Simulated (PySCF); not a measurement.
## Electric field gradients and quadrupole coupling constants

Species: C₄H₈F₂O₂Si.
Cartesian coordinates in Å at the PBE0-D3(BJ)/def2-SVP level; atoms count from 1:
```
atom  x, y, z in Å
F1     3.291   -0.667    1.109
C2     2.373   -0.138    0.302
F3     2.467    1.211    0.417
O4     1.163   -0.584    0.702
C5     0.097   -0.475   -0.240
C6    -0.516    0.929   -0.285
C7    -1.396    1.089    0.954
O8    -2.148   -0.100    1.128
Si9   -1.390   -1.446    0.476
H10    2.598   -0.399   -0.751
H11    0.441   -0.799   -1.239
H12    0.249    1.716   -0.354
H13   -1.148    0.993   -1.188
H14   -2.091    1.938    0.852
H15   -0.768    1.271    1.845
H16   -2.237   -2.084   -0.573
H17   -0.997   -2.449    1.502
```

Field gradients from the PBE0/pcSseg-1 density (PySCF, non-relativistic), principal values in atomic units, ordered |Vxx| ≤ |Vyy| ≤ |Vzz|:

```csv
atom,Vxx,Vyy,Vzz
O4,-0.1670,-1.7666,1.9336
O8,-0.4321,-1.2755,1.7076
```

Question: Find the asymmetry η = (Vxx − Vyy)/Vzz and the couplings χ = eQV/h (234.96 MHz × Q in barn × V in au), with Q(17O) = −0.0256 b.

Answer: 
```json
{"atom": "O4", "environment": "ether oxygen", "nucleus": "17O", "η": "0.83", "χzz (MHz)": "-11.63", "χxx (MHz)": "1.00", "χyy (MHz)": "10.63"}
{"atom": "O8", "environment": "silyl ether oxygen", "nucleus": "17O", "η": "0.49", "χzz (MHz)": "-10.27", "χxx (MHz)": "2.60", "χyy (MHz)": "7.67"}
```

Question: What is Vzz at O8 in SI units (1 au = 9.71736 × 10²¹ V/m²)?

Answer: 1.7076 au = 16.593 × 10²¹ V/m².

Question: And the gradient at the other heavy atoms, for which no coupling is worked out here?

Answer: 
```tsv
atom	environment	Vzz (au)	η
F1	fluorine of a CF2 group	2.925	0.04
C2	CHF2 carbon	-0.395	0.56
F3	fluorine of a CF2 group	2.805	0.08
C5	sp3 carbon bound to oxygen	0.472	0.41
C6	ring CH2 carbon	0.069	0.82
C7	sp3 carbon bound to oxygen	0.406	0.22
Si9	oxygen-bound silicon	0.541	0.11
```

Question: What couplings would deuterons (Q(2H) = 0.00286 b) have in place of the hydrogens, at this geometry?

Answer: 
| atom | bonded to | bond length (Å) | Vzz (au) | η | χzz (kHz) |
| --- | --- | --- | --- | --- | --- |
| H10 | C2 | 1.108 | 0.2529 | 0.02 | 170 |
| H11 | C5 | 1.105 | 0.2784 | 0.13 | 187 |
| H12 | C6 | 1.100 | 0.2863 | 0.03 | 192 |
| H13 | C6 | 1.104 | 0.2820 | 0.02 | 189 |
| H14 | C7 | 1.101 | 0.2820 | 0.05 | 190 |
| H15 | C7 | 1.105 | 0.2720 | 0.06 | 183 |
| H16 | Si9 | 1.492 | 0.1374 | 0.02 | 92 |
| H17 | Si9 | 1.488 | 0.1401 | 0.03 | 94 |

Isolated species at its PBE0-D3(BJ)/def2-SVP geometry (one conformer only). A larger basis could move these couplings by a tenth or more.
